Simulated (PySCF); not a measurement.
Si(F)2(Br)(OH) (BrF2HOSi), SMILES O[Si](F)(F)Br. The structure is a stationary point at PBE-D3(BJ)/def2-SVP. This is a generated structure with no PubChem entry under its InChIKey; it may be hypothetical. One conformer was computed; it need not be the lowest.

Level of theory: PySCF with PBE-D3(BJ)/def2-SVP.

Harmonic wavenumbers (cm⁻¹): 119, 188, 205, 264, 319, 320, 470, 751, 856, 941, 975, 3754. Rotational constants (GHz): 3.898, 1.498, 1.483; symmetry number 1.

**Question.** Work out the zero-point energy and the ideal-gas rigid-rotor harmonic-oscillator thermochemistry at 298.15 K and 1 atm.

**Answer.** ZPE = ½ Σ hcν = ½ × 9161 cm⁻¹ = 13.10 kcal/mol. H − E(el) = 17.71 kcal/mol. Entropy in cal/(mol K): translation 41.17, rotation 28.01, vibration 13.09, total 82.27. G − E(el) = -6.81 kcal/mol. Cp = 22.05 cal/(mol K). Modes under 150 cm⁻¹ make the vibrational entropy uncertain.
